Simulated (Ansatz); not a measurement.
# Energy profile

The step: SiH₃OF ([OH][SiH2][F]) + H₂O → SiH₄O₂ ([OH][SiH2][OH]) + HF; bonds formed: Si1–O7, F2–H6; bonds broken: Si1–F2, H6–O7 (atoms numbered as in the saddle structure below).

| atom | x (Å) | y (Å) | z (Å) |
| --- | --- | --- | --- |
| Si1 | -0.4203 | -0.2286 | 0.3086 |
| F2 | 0.9051 | -1.6688 | 0.3056 |
| H3 | -1.2923 | -1.1617 | -0.4294 |
| H4 | -0.2153 | -0.2024 | 1.7652 |
| O5 | -1.2037 | 1.2398 | 0.1759 |
| H6 | 1.4319 | -0.7049 | -0.3346 |
| O7 | 1.0213 | 0.2497 | -0.6995 |
| H8 | -1.6801 | 1.4038 | -0.6393 |
| H9 | 1.4534 | 1.0731 | -0.4525 |

Electronic energies by CCSD(T) at an estimated basis limit (MP2 extrapolated from triple and quadruple zeta, plus CCSD(T) − MP2 in triple zeta), on PBE0-D4/def2-TZVP structures; SiH$_{5}$O$_{2}$F, closed shell; no counterpoise correction. Ansatz 0.2.0; basis: def2-TZVPP and def2-QZVPP; cores frozen in the correlated methods. Extrapolation: Hartree–Fock as exp(−7.88 √X), correlation as X^−2.97.

**Question.** Give the profile in kJ/mol, counted from the separated reactants. (An estimate is asked for; the value comes from the calculation.)

**Answer.** Computed:
```json
{"point": "separated: SiH$_{3}$OF (linked as [OH][SiH2][F]; Si1, F2, H3, H4, O5, H8; singlet) + H$_{2}$O (H6, O7, H9; singlet)", "kJ/mol": "0.0"}
{"point": "start structure", "kJ/mol": "-15.1"}
{"point": "saddle", "kJ/mol": "111.6"}
{"point": "end structure", "kJ/mol": "8.0"}
{"point": "separated: SiH$_{4}$O$_{2}$ (linked as [OH][SiH2][OH]; Si1, H3, H4, O5, O7, H8, H9; singlet) + HF (F2, H6; singlet)", "kJ/mol": "43.2"}
```

No T1 diagnostic of these runs exceeds 0.012.

The step is the kind of ligand exchange by which a precursor binds to a hydroxyl group, or is hydrolysed, in atomic layer deposition of oxides.

For scale, one of the runs: CCSD(T)/def2-TZVPP, 205 basis functions, launched by `ansatz run in.yaml --threads 3 --pin off --events-out ev --progress --plain --max-ram 6092MiB`. Hardware: 3 CPU threads of an Intel Xeon, shared host. Wall time 51 s; peak host memory 3 GiB.
